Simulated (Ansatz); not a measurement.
Cl2FH3OSi2 (`O[SiH2][Si](F)(Cl)Cl`), 9 atoms. Charge 0, multiplicity 1. All runs use 4 threads of a server CPU on a shared host. Correlated methods freeze the cores.

Task: How many basis functions does each run have, and how long does it take in Ansatz? RHF-CCSD(T)/def2-TZVPP energy; RKS PBE0-D4/def2-TZVPP energy; RHF-MP2/def2-QZVPP energy; RKS PBE0-D4/def2-TZVP frequencies; RKS PBE0-D4/def2-SVP energy; RKS PBE0-D4/def2-QZVPP energy; RKS ωB97M-V/def2-SVP energy; RKS r2SCANh-D4/def2-TZVPP energy; RKS BLYP-D4/def2-TZVPP energy; direct RPA on PBE orbitals/def2-TZVPP energy; RKS r2SCAN-D4/def2-TZVPP energy and forces; RKS PBE0-D4/def2-TZVP relaxation (7 steps). (Best estimate.)

Result: Computed: Other jobs shared the machine, so times are rough.

```csv
level,job,functions,wall time,peak host memory (GiB)
RKS PBE0-D4/def2-SVP,energy,115,1.1 s,0.28
RKS BLYP-D4/def2-TZVPP,energy,272,1.9 s,0.45
RKS PBE0-D4/def2-TZVPP,energy,272,3.3 s,0.97
RKS ωB97M-V/def2-SVP,energy,115,3.7 s,0.41
RKS r2SCAN-D4/def2-TZVPP,energy and forces,272,4 s,0.49
direct RPA on PBE orbitals/def2-TZVPP,energy,272,4.3 s,0.66
RKS r2SCANh-D4/def2-TZVPP,energy,272,5 s,0.98
RKS PBE0-D4/def2-QZVPP,energy,484,8.5 s,2.4
RHF-MP2/def2-QZVPP,energy,484,16 s,2.9
RKS PBE0-D4/def2-TZVP,relaxation (7 steps),228,27 s,0.79
RKS PBE0-D4/def2-TZVP,frequencies,228,2.1 min,0.79
RHF-CCSD(T)/def2-TZVPP,energy,272,2.9 min,6.7
```
